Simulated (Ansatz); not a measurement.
Which method gave which barrier?

Saddle point of Si₂H₆Cl₂, singlet (SiH₂Cl₂ ([Cl][SiH2][Cl]) + SiH₄ → Si₂H₅Cl ([SiH3][SiH2][Cl]) + HCl; bonds formed: Si1–Si7, Cl2–H6; bonds broken: Si1–Cl2, H6–Si7), PBE0-D4/def2-TZVP structure:

```
10
angstrom
Si -0.4698 -0.9377 -0.6360
Cl 1.5591 -1.9662 0.4307
H 0.2120 -1.2128 -1.9040
H -1.2265 -1.9003 0.1701
Cl -2.0199 0.3443 -1.2862
H 0.7706 -0.4281 0.3918
Si 0.2646 1.2379 0.5919
H -0.9640 1.4495 1.3825
H 1.4718 1.3065 1.4533
H 0.4020 2.1068 -0.5940
```

Program: Ansatz 0.2.0. Basis: def2-TZVPP, with def2-QZVPP for the basis limit. Cores are frozen in the correlated methods. Extrapolation: Hartree–Fock as exp(−7.88 √X), correlation as X^−2.97. Four methods, as single points on the PBE0-D4 structures, gave these electronic barriers from the start structure: 162.6, 216.1, 263.4, 333.7 kJ/mol.

Task: The methods were, in alphabetical order, BHLYP-D4, HF, PBE0-D4, SPW92. Which gave which? (A judgement: the text doesn't fix the answer.)

Result: By the calculation: SPW92 162.6; PBE0-D4 216.1; BHLYP-D4 263.4; HF 333.7 kJ/mol. For comparison, CCSD(T) at an estimated basis limit (MP2 extrapolated from triple and quadruple zeta, plus CCSD(T) − MP2 in triple zeta) gives 245.7 kJ/mol.

The T1 diagnostic stays at or below 0.013. The start structure is not quite a true minimum (one mode of 29i cm⁻¹).

Labels in which every atom is bracketed show which atoms are joined, not bond orders.

For scale, one of the runs: CCSD(T)/def2-TZVPP, 252 basis functions, launched by `ansatz run in.yaml --threads 4 --pin off --events-out ev --progress --plain --max-ram 9574MiB`. Time: 2.8 min of wall clock on 4 CPU threads of an Arm Neoverse N1; the host was shared. Peak host memory: 4.7 GiB.
